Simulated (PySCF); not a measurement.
Molecule: `C1[C@]2(C(F)(F)F)[C@H]1C2`, C5H5F3.

Atom-mapped SMILES (the numbers label the heavy atoms): `[F:1][C:2]([F:3])([F:4])[C@:5]12[CH2:6][C@H:7]1[CH2:8]2`. Each H is labelled by its parent atom. Ha(C8) is cis to C6 on the ring; Ha(C6) is cis to C8 on the ring; Hb(C8) is trans to C6 on the ring; Hb(C6) is trans to C8 on the ring.

Geometry GFN2-xTB throughout; GIAO in PySCF 2.14.0 with density-fitted response routines, gas phase, one conformer, non-relativistic; equivalent atoms averaged; basis pcSseg-1.

**Question.** How do the shifts δ (against CFCl3, TMS at the same level) depend on the functional? (ppm; last column core-seconds on 1 thread of an Arm Neoverse N1, shared host)

**Answer.** 
```
functional           kind  F1/F3/F4     C2  C6/C8    C5    C7  H(C7)  Hb(C6)/Hb(C8)  Ha(C6)/Ha(C8)  core-s
        HF   Hartree–Fock     -47.7  119.0   29.5   2.7   2.5   2.32           1.88           0.84      12
     B3LYP  global hybrid     -79.8  139.9   34.4   9.8   9.0   2.15           1.80           0.76      26
      PBE0  global hybrid     -78.1  137.1   34.2   9.5   9.1   2.19           1.82           0.79      29
      WP04  global hybrid     -75.8  143.1   35.4  12.3  11.9   2.27           1.91           0.88      35
```

**Question.** Which nucleus moves most, in ppm?

**Answer.** F1/F3/F4 (fluorine of a CF3 group): from -79.8 ppm with B3LYP to -47.7 ppm with HF. The smallest spread is 0.11 ppm, at Hb(C6)/Hb(C8). Proton shifts span only some 12 ppm, so a few tenths of a ppm matter as much there as several ppm in carbon.
